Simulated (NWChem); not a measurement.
Basis-set convergence for H4AlClO

SMILES: O.[AlH2][Cl]
```xyz
7

Al     0.9564    -0.2914     0.0668
H      1.4332    -1.2897     1.2136
H      1.9457     0.3594    -1.0136
Cl    -1.0978    -0.5894    -0.6267
O      0.3449     1.3951     1.0238
H     -0.6100     1.3626     0.7678
H      0.7024     2.2151     0.6268
```
Charge 0, spin multiplicity 1.

Everything below was run with NWChem. The geometry was optimised at PBE/def2-SVP, a minimum by its harmonic frequencies.

Quantity: LUMO energy at the level PBE.

The Pople sets run with spherical d functions. The structure started from a generated list of species.

Costs are rough ratios of processor time within this set of runs, SCF included, with 3-21G as 1.

```csv
basis,functions,LUMO energy (eV),relative cost
3-21G,43,-1.03,1
6-31G*,58,-1.17,under 3
cc-pVDZ,70,-1.16,4
pcseg-1,70,-1.47,under 3
6-31+G*,70,-1.73,under 3
aug-cc-pVDZ,113,-1.85,8
aug-pcseg-1,113,-1.86,6
def2-TZVP,129,-1.48,5
pcseg-2,154,-1.69,8
def2-TZVPP,171,-1.48,10
```

Smallest basis within 0.1 eV of def2-TZVPP, the largest set run: pcseg-1, with 70 functions against 171 and about 20 % of the time (also within reach: def2-TZVP). def2-TZVPP isn't the basis-set limit itself, and a small set can land close by cancellation.
